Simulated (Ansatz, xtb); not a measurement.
Pulling on the Sn1–H2 bond in BrHSn (SMILES [Br][SnH]) (multiplicity 1 held, fragments rigid). Energies count from the point at 1.785 Å.
Geometry at that point (charge 0, multiplicity 1):
| atom | x (Å) | y (Å) | z (Å) |
|---|---|---|---|
| Sn | -0.5796 | -0.4836 | 0.7118 |
| H | -1.7346 | -1.0560 | -0.5227 |
| Br | 0.8776 | 0.7210 | -1.0019 |

R- and RO- levels are restricted; in cc, def2 and unpolarised 6-31G sets they are followed outwards from rest. Unrestricted levels (U-) break spin symmetry where that is lower. Active spaces are followed from a long bond inwards. Left out are points that failed, MP2 points that dive below the minimum, coupled-cluster points behind a jump of the amplitudes or a sharp parting from full CI or MRCI, small-basis points behind a change of solution, and semi-empirical points at long bonds. Levels need not reach the same state.

Correlated levels freeze the cores. Filled d and f shells under p-block atoms count as core.

Programs: Ansatz (Gaussian basis) for Hartree–Fock, density functionals and correlated methods; xtb for the GFN methods. Each number belongs to the level named beside it. In def2 rows elements past Kr take small-core potentials, without spin–orbit coupling. The GFN methods have no spin term and hold the electronic entropy of 300 K.

Energies in kcal/mol.

| R (Å) | GFN2-xTB | R-HF/def2-SVP | U-CCSD/def2-SVP | FIC-MRCISD on CASSCF(2,2)/def2-SVP | FIC-MRCISD+Q on CASSCF(2,2)/def2-SVP |
|---|---|---|---|---|---|
| 1.428 | 28.6 | 25.9 | 27.3 | 27.4 | 27.2 |
| 1.606 | 6.5 | 4.4 | 5.2 | 5.3 | 5.2 |
| 1.785 | 0.0 | 0.0 | 0.0 | 0.0 | 0.0 |
| 1.963 | -0.1 | 4.3 | 3.3 | 3.1 | 3.1 |
| 2.142 | 2.7 | 12.8 | 10.4 | 9.9 | 10.0 |
| 2.410 | 10.7 | 28.5 | 23.6 | 22.3 | 22.5 |
| 2.677 | … | 44.5 | 36.5 | 33.8 | 34.0 |
| 3.123 | 36.7 | 68.6 | 51.6 | 47.8 | 48.0 |
| 3.570 | … | 88.4 | 57.5 | 55.0 | 55.3 |
| 4.105 | 72.8 | 106.8 | 59.2 | 58.4 | 58.6 |
| 4.819 | … | 124.2 | 59.5 | 59.5 | 59.8 |
| 5.712 | left out | 137.5 | 59.6 | 59.7 | 60.0 |

Task: Some entries are withheld; supply them.

Result: 
- 2.677, GFN2-xTB: 20.5
- 4.819, GFN2-xTB: 88.9
- 3.570, GFN2-xTB: 53.0

Doubts at one or more of the structures used: a restricted determinant that unrestricted orbitals would lower (R-HF/def2-SVP); a spin-contaminated determinant (U-CCSD/def2-SVP); T1 above 0.05 (U-CCSD/def2-SVP).

Ansatz is a program for electronic structure.
